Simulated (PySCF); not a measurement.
**Property card for `C1[SiH2]C[SiH2]C[SiH2]1`**

Species: C3H12Si3.
Numbering: `[CH2:1]1[SiH2:2][CH2:3][SiH2:4][CH2:5][SiH2:6]1` (hydrogens: H7, H8 on C1; H9, H10 on Si2; H11, H12 on C3; H13, H14 on Si4; H15, H16 on C5; H17, H18 on Si6)

Geometry (PBE0-D3(BJ)/def2-SVP, Å), atoms numbered from 1 in this order:
```
atom  x, y, z in Å
C1    -0.705    1.332   -0.995
Si2    1.079    1.431   -0.395
C3     1.764   -0.311   -0.168
Si4    0.712   -1.395    0.958
C5    -1.060   -1.428    0.318
Si6   -1.813    0.288    0.115
H7    -0.710    0.895   -2.009
H8    -1.121    2.350   -1.086
H9     1.917    2.200   -1.371
H10    1.122    2.155    0.915
H11    1.829   -0.791   -1.161
H12    2.793   -0.255    0.226
H13    1.275   -2.782    1.027
H14    0.722   -0.824    2.342
H15   -1.689   -2.026    0.999
H16   -1.075   -1.939   -0.662
H17   -1.920    0.940    1.459
H18   -3.194    0.191   -0.458
```

Some functional groups and rings: Si–H bond and C–Si bond.

**PBE0-D3(BJ)/def2-SVP geometry optimisation, gas phase (PySCF)**

* Point group: C3v
* Rotational constants A, B, C: 1.964, 1.960, 1.080 GHz

**wB97X-D/def2-SVPD ground state, ΔSCF and vertical TDDFT (core frozen in the response) (PySCF)**

- Dipole moment: 1.22 D
- HOMO energy: -10.03 eV
- LUMO energy: 1.88 eV
- HOMO–LUMO gap: 11.91 eV
- Lowest singlet excitation: 7.86 eV (158 nm, f = 0.011 summed over 2 states within 0.01 eV)
- Strongest line among the 10 lowest singlet transitions: S4/S5 at 8.16 eV (152 nm, f = 0.130 summed over these states)
- Lowest triplet excitation (Tamm–Dancoff): 7.53 eV
- Static isotropic polarisability: 111.3 au
- Electronic spatial extent ⟨r²⟩ about the centre of nuclear charge: 1183 bohr²

From KT2/pcSseg-1 ground state and GIAO shieldings, non-relativistic (PySCF):

* 13C chemical shifts (computed TMS as zero) by class: -7.2 (C1/C3/C5) ppm
* 1H chemical shifts (computed TMS as zero) by class: 4.58 (H9/H10/H13/H14/H17/H18), -0.10 (H7/H8/H11/H12/H15/H16) ppm
* Isotropic shieldings of nuclei other than C and H, by class: 400 (Si2/Si4/Si6) ppm

Monoisotopic mass from the formula: 132.0247 u.

The rotational constants are those of an oblate symmetric top; the small spread among constants that symmetry makes equal is optimisation noise. The vertical singlet–triplet gap S1 − T1 is 0.33 eV (TDDFT singlet less Tamm–Dancoff triplet). Point group C3v permits a dipole; with 1.22 D the species has a pure rotational spectrum. The 10 singlets span 7.86 to 8.60 eV, and their oscillator strengths add up to 0.17. The polarisability is 16.49 Å³ as a volume (1 au = 0.148185 Å³), or 1.55 au for each of the 72 electrons. With B = h/(8π²I), that is 505.379 GHz u Å² over I, the principal moments of inertia are 257.3, 257.8 and 467.9 u Å² (most abundant isotopes). S1 lies 4.05 eV below the HOMO–LUMO gap. The principal polarisabilities are 95.6, 119.1 and 119.1 au; their mean is the isotropic value.

One conformer (not necessarily the lowest) at the PBE0-D3(BJ)/def2-SVP geometry, without solvent or vibrations. NMR classes are plain means over equivalent atoms (diastereotopic ones count apart unless rotation or inversion swaps them), as if these changed places fast; in this geometry the members of some classes differ.
